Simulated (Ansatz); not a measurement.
C$_{2}$H$_{8}$O$_{2}$Si (`CC(O)[SiH2]O`), relaxed with RKS PBE0-D4/def2-TZVP in Ansatz from a PBE-D4/def2-SVP geometry. The force threshold is 0.005 eV/Å; the program also tests the step.

Charge 0, multiplicity 1.

Start:

```xyz
13

C     0.291   -1.341   -0.807
C    -0.212    0.088   -0.662
O     0.931    0.967   -0.873
Si   -0.771    0.512    1.125
O     0.676    0.553    1.988
H     0.773   -1.485   -1.796
H    -0.545   -2.063   -0.711
H     1.039   -1.577   -0.023
H    -0.998    0.284   -1.429
H     0.583    1.865   -1.029
H    -1.687   -0.483    1.780
H    -1.454    1.862    1.083
H     1.374    0.819    1.352
```

```json
{"step": "1", "energy (eV)": "-14169.7750", "largest force (eV/Å)": "0.948", "largest move (Å)": "0.000"}
{"step": "2", "energy (eV)": "-14169.8365", "largest force (eV/Å)": "0.637", "largest move (Å)": "0.064"}
{"step": "3", "energy (eV)": "-14169.8533", "largest force (eV/Å)": "0.198", "largest move (Å)": "0.040"}
{"step": "4 (rejected)", "energy (eV)": "-14169.8524", "largest force (eV/Å)": "0.225", "largest move (Å)": "0.083"}
{"step": "5", "energy (eV)": "-14169.8583", "largest force (eV/Å)": "0.057", "largest move (Å)": "0.040"}
{"step": "6", "energy (eV)": "-14169.8610", "largest force (eV/Å)": "0.080", "largest move (Å)": "0.079"}
{"step": "7", "energy (eV)": "-14169.8623", "largest force (eV/Å)": "0.067", "largest move (Å)": "0.041"}
{"step": "8", "energy (eV)": "-14169.8633", "largest force (eV/Å)": "0.040", "largest move (Å)": "0.031"}
{"step": "9", "energy (eV)": "-14169.8642", "largest force (eV/Å)": "0.071", "largest move (Å)": "0.077"}
{"step": "10", "energy (eV)": "-14169.8645", "largest force (eV/Å)": "0.085", "largest move (Å)": "0.015"}
{"step": "11", "energy (eV)": "-14169.8648", "largest force (eV/Å)": "0.027", "largest move (Å)": "0.005"}
{"step": "12", "energy (eV)": "-14169.8649", "largest force (eV/Å)": "0.017", "largest move (Å)": "0.009"}
{"step": "13", "energy (eV)": "-14169.8649", "largest force (eV/Å)": "0.012", "largest move (Å)": "0.008"}
{"step": "14", "energy (eV)": "-14169.8649", "largest force (eV/Å)": "0.008", "largest move (Å)": "0.003"}
{"step": "15", "energy (eV)": "-14169.8649", "largest force (eV/Å)": "0.004", "largest move (Å)": "0.002"}
```

End:

```xyz
13

C     0.325   -1.324   -0.812
C    -0.221    0.080   -0.674
O     0.847    0.987   -1.012
Si   -0.732    0.520    1.094
O     0.595    0.414    2.065
H     0.702   -1.489   -1.825
H    -0.455   -2.060   -0.607
H     1.146   -1.497   -0.112
H    -1.056    0.208   -1.377
H     0.473    1.862   -1.144
H    -1.756   -0.388    1.671
H    -1.265    1.915    1.054
H     1.398    0.772    1.677
```

Hardware: 4 threads of an Arm Neoverse V1 on a shared host. Wall time 52 s, peak host memory 0.53 GiB.
